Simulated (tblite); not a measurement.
Record of a relaxation.

Compound: C₅H₈GeO₃.
Atom-mapped SMILES: `[CH2:1]=[CH:2][CH2:3][C:4](=[O:5])[O:6][C:7](=[O:8])[GeH3:9]` (hydrogens: H10, H11 on C1; H12 on C2; H13, H14 on C3; H15, H16, H17 on Ge9)

Computed with GFN2-xTB (tblite), gas phase: L-BFGS steps from a force-field or distance-geometry start until the largest atomic force falls under 0.01 eV/Å. 7 of its 131 geometries are shown.

Step 0: E = -784.1637 eV, largest atomic force 7.016 eV/Å
```
atom  x, y, z in Å  |  force x, y, z in eV/Å
C1     -2.944    0.730   -0.672   -0.672   1.067  -0.169
C2     -2.298   -0.405   -0.562    0.508  -0.378   0.630
C3     -1.652   -0.831    0.761   -1.066   0.806  -0.544
C4     -0.203   -1.012    0.572    3.094  -5.683   0.445
O5      0.212   -2.222    0.666   -1.636   4.522  -0.439
O6      0.680    0.031    0.335   -0.147   0.290  -0.065
C7      2.052   -0.202    0.173   -1.143  -6.852   0.985
O8      2.397   -1.431    0.292    0.155   5.506  -0.743
Ge9     3.328    1.176   -0.182    0.740   1.349  -0.424
H10    -3.083    1.441    0.173    0.189  -0.710  -0.811
H11    -3.401    1.020   -1.625    0.188  -0.057   0.551
H12    -2.178   -1.102   -1.397   -0.041   0.316   0.402
H13    -1.802   -0.059    1.529   -0.255  -0.173  -0.191
H14    -2.122   -1.805    1.050    0.662   0.738  -0.009
H15     2.665    2.404   -0.909    0.292  -0.676   0.447
H16     4.454    0.617   -1.097   -0.638   0.193   0.609
H17     3.889    1.660    1.183   -0.227  -0.258  -0.671
```

Step 22: E = -785.3712 eV, largest atomic force 0.236 eV/Å
```
atom  x, y, z in Å  |  force x, y, z in eV/Å
C1     -2.910    0.779   -0.699    0.037   0.020  -0.007
C2     -2.190   -0.317   -0.554   -0.041  -0.104   0.067
C3     -1.568   -0.751    0.748    0.004   0.070  -0.006
C4     -0.162   -1.270    0.576   -0.014   0.000  -0.204
O5      0.169   -2.410    0.626    0.015   0.060   0.005
O6      0.703   -0.210    0.321    0.053  -0.006   0.060
C7      2.046   -0.395    0.187   -0.010  -0.113  -0.035
O8      2.601   -1.445    0.283    0.026  -0.019   0.018
Ge9     3.136    1.229   -0.173   -0.131  -0.160   0.043
H10    -3.047    1.486    0.104    0.001  -0.041  -0.052
H11    -3.398    1.007   -1.633    0.068   0.044   0.058
H12    -2.086   -1.013   -1.377    0.055   0.007   0.065
H13    -1.532    0.084    1.448   -0.130   0.047   0.009
H14    -2.171   -1.567    1.164    0.092   0.079   0.001
H15     2.478    2.392   -0.818   -0.205   0.067  -0.096
H16     4.225    0.699   -1.030    0.109   0.069   0.008
H17     3.699    1.714    1.116    0.072  -0.020   0.066
```

Step 43: E = -785.4585 eV, largest atomic force 0.065 eV/Å
```
atom  x, y, z in Å  |  force x, y, z in eV/Å
C1     -2.821    0.818   -0.729    0.015   0.004   0.003
C2     -2.126   -0.285   -0.528   -0.023  -0.023  -0.011
C3     -1.495   -0.659    0.786    0.000  -0.011  -0.011
C4     -0.151   -1.300    0.539    0.046  -0.004   0.046
O5      0.069   -2.467    0.481   -0.017   0.050  -0.019
O6      0.802   -0.319    0.341   -0.018   0.019   0.005
C7      2.138   -0.570    0.185   -0.021  -0.034   0.004
O8      2.661   -1.631    0.292   -0.008   0.010  -0.020
Ge9     3.009    1.177   -0.163   -0.022  -0.012   0.013
H10    -2.974    1.547    0.050    0.030   0.015  -0.002
H11    -3.280    1.029   -1.679    0.008   0.004   0.005
H12    -2.001   -1.011   -1.319   -0.007  -0.021  -0.013
H13    -1.393    0.223    1.418    0.035  -0.004  -0.004
H14    -2.121   -1.401    1.286   -0.026  -0.021   0.008
H15     2.008    2.118   -0.744    0.005   0.004  -0.008
H16     4.185    1.009   -1.064   -0.007   0.013   0.027
H17     3.483    1.735    1.139    0.011   0.013  -0.024
```

Step 65: E = -785.4745 eV, largest atomic force 0.118 eV/Å
```
atom  x, y, z in Å  |  force x, y, z in eV/Å
C1     -2.679    0.841   -0.761   -0.003  -0.005   0.017
C2     -2.155   -0.342   -0.500    0.024   0.022   0.032
C3     -1.508   -0.687    0.814    0.005   0.014   0.055
C4     -0.159   -1.316    0.556   -0.096   0.053  -0.044
O5      0.045   -2.472    0.376    0.068  -0.065   0.006
O6      0.806   -0.330    0.478   -0.005  -0.013  -0.021
C7      2.122   -0.570    0.182   -0.026   0.003  -0.011
O8      2.637   -1.637    0.120   -0.016  -0.008   0.019
Ge9     2.955    1.202   -0.138   -0.046  -0.013  -0.003
H10    -2.667    1.637   -0.034    0.020  -0.003  -0.022
H11    -3.160    1.062   -1.698    0.025  -0.033  -0.017
H12    -2.174   -1.143   -1.228   -0.023   0.019   0.010
H13    -1.397    0.211    1.422    0.013  -0.001   0.014
H14    -2.127   -1.420    1.339    0.049   0.007  -0.039
H15     1.928    2.080   -0.768   -0.002   0.038  -0.023
H16     4.150    1.055   -1.013    0.021   0.007  -0.003
H17     3.376    1.841    1.142   -0.007  -0.022   0.031
```

Step 87: E = -785.4993 eV, largest atomic force 0.046 eV/Å
```
atom  x, y, z in Å  |  force x, y, z in eV/Å
C1     -2.402    0.843   -0.816   -0.004   0.007   0.021
C2     -2.212   -0.390   -0.386   -0.007   0.034  -0.030
C3     -1.530   -0.737    0.910   -0.028  -0.002  -0.030
C4     -0.200   -1.344    0.529   -0.005  -0.039   0.012
O5      0.007   -2.488    0.279    0.003   0.026   0.032
O6      0.740   -0.339    0.426    0.002   0.029  -0.013
C7      2.044   -0.544    0.069    0.014  -0.021   0.011
O8      2.572   -1.601   -0.053    0.003   0.023  -0.020
Ge9     2.847    1.258   -0.142    0.005  -0.009   0.012
H10    -2.094    1.701   -0.241    0.003  -0.003  -0.003
H11    -2.888    1.047   -1.755    0.016  -0.010   0.021
H12    -2.517   -1.240   -0.982   -0.004   0.003   0.025
H13    -1.379    0.151    1.524    0.007   0.001  -0.045
H14    -2.116   -1.482    1.448    0.023  -0.020   0.007
H15     1.881    2.152   -0.846   -0.003  -0.012   0.008
H16     4.136    1.181   -0.884   -0.004  -0.002   0.004
H17     3.105    1.844    1.209   -0.022  -0.006  -0.012
```

Step 108: E = -785.5048 eV, largest atomic force 0.019 eV/Å
```
atom  x, y, z in Å  |  force x, y, z in eV/Å
C1     -2.280    0.837   -0.840   -0.006   0.017  -0.006
C2     -2.236   -0.388   -0.352    0.006  -0.002   0.016
C3     -1.527   -0.751    0.925   -0.001  -0.004   0.001
C4     -0.202   -1.365    0.537    0.003   0.007   0.002
O5      0.019   -2.517    0.345   -0.002  -0.009   0.004
O6      0.724   -0.354    0.381   -0.004   0.002   0.007
C7      2.025   -0.545    0.001    0.003  -0.004  -0.009
O8      2.552   -1.593   -0.181   -0.004  -0.013  -0.011
Ge9     2.791    1.277   -0.134    0.003  -0.014  -0.006
H10    -1.816    1.667   -0.334    0.001   0.004   0.006
H11    -2.790    1.062   -1.760    0.005  -0.006  -0.007
H12    -2.695   -1.216   -0.873    0.009  -0.002  -0.014
H13    -1.348    0.139    1.528   -0.012   0.000   0.000
H14    -2.105   -1.488    1.481    0.003  -0.004   0.012
H15     1.828    2.142   -0.876    0.009   0.009  -0.007
H16     4.124    1.262   -0.798   -0.009   0.008   0.002
H17     2.929    1.842    1.241   -0.005   0.011   0.009
```

Step 130: E = -785.5112 eV, largest atomic force 0.008 eV/Å
```
atom  x, y, z in Å  |  force x, y, z in eV/Å
C1     -2.202    0.843   -0.830    0.002  -0.004   0.002
C2     -2.169   -0.388   -0.356    0.002  -0.001   0.002
C3     -1.539   -0.759    0.959   -0.001   0.000   0.002
C4     -0.196   -1.375    0.642   -0.007   0.004   0.000
O5      0.053   -2.533    0.551    0.002  -0.004   0.000
O6      0.717   -0.360    0.433    0.003  -0.001  -0.006
C7      1.958   -0.539   -0.114   -0.001   0.004  -0.002
O8      2.408   -1.567   -0.502   -0.002  -0.002   0.000
Ge9     2.753    1.275   -0.144   -0.001   0.003   0.002
H10    -1.792    1.674   -0.280    0.000   0.004  -0.004
H11    -2.648    1.071   -1.783    0.001   0.001   0.003
H12    -2.572   -1.216   -0.923    0.002   0.000  -0.001
H13    -1.392    0.130    1.572   -0.002  -0.002   0.001
H14    -2.148   -1.496    1.483    0.002   0.001  -0.003
H15     1.891    2.159   -0.983   -0.003  -0.004   0.000
H16     4.144    1.267   -0.678   -0.001  -0.004   0.001
H17     2.730    1.827    1.242    0.004   0.005   0.001
```

Q: Summarise the path.

A: The energy falls by 31.07 kcal/mol from step 0 to step 130; nine tenths of that is first reached at step 23. It falls at every step. The largest force goes from 7.016 to 0.008 eV/Å. Among the bonds C7=O8 changes most (a near tie, within 0.001 Å, with another), from 1.282 to 1.187 Å; the atoms move by 0.705 Å rms after alignment.

Q: Follow the three bonds and two angles with the largest change from start to end.

A: 
```tsv
step	E above end (kcal/mol)	largest force (eV/Å)	C7=O8 (Å)	C4=O5 (Å)	Ge9–H15 (Å)	O6–C7–Ge9 (°)	C3–C4–O6 (°)
0	31.07	7.016	1.282	1.282	1.573	123.7	123.7
6	7.17	0.471	1.193	1.190	1.480	120.6	116.1
11	5.33	0.516	1.187	1.187	1.489	118.3	114.2
17	3.94	0.324	1.194	1.191	1.516	117.4	111.3
23	3.04	0.297	1.193	1.190	1.486	116.0	109.6
28	1.83	0.290	1.187	1.187	1.496	110.1	108.6
34	1.43	0.101	1.189	1.189	1.492	108.0	109.3
40	1.26	0.069	1.188	1.189	1.492	107.1	109.5
45	1.20	0.046	1.188	1.189	1.492	106.5	109.8
51	1.14	0.100	1.188	1.190	1.491	105.9	109.6
57	1.01	0.156	1.187	1.189	1.496	106.4	109.3
62	0.90	0.087	1.187	1.190	1.491	106.7	109.6
68	0.75	0.113	1.187	1.189	1.492	105.7	109.2
73	0.54	0.088	1.188	1.189	1.493	105.9	109.3
79	0.38	0.061	1.187	1.189	1.492	106.2	108.8
85	0.29	0.047	1.188	1.188	1.492	106.1	108.9
90	0.24	0.062	1.187	1.188	1.493	105.8	108.9
96	0.18	0.058	1.187	1.189	1.493	105.1	108.8
102	0.16	0.023	1.187	1.188	1.492	105.0	108.7
107	0.15	0.021	1.187	1.188	1.492	104.9	108.6
113	0.12	0.081	1.187	1.189	1.494	104.7	108.6
119	0.04	0.069	1.188	1.188	1.491	104.2	108.6
124	0.01	0.028	1.187	1.188	1.493	104.3	108.7
130	0.00	0.008	1.187	1.188	1.493	104.5	108.7
```

What follows is the cost of the whole relaxation. On Arm Neoverse V1, one thread (shared host), this took 1.0 s.
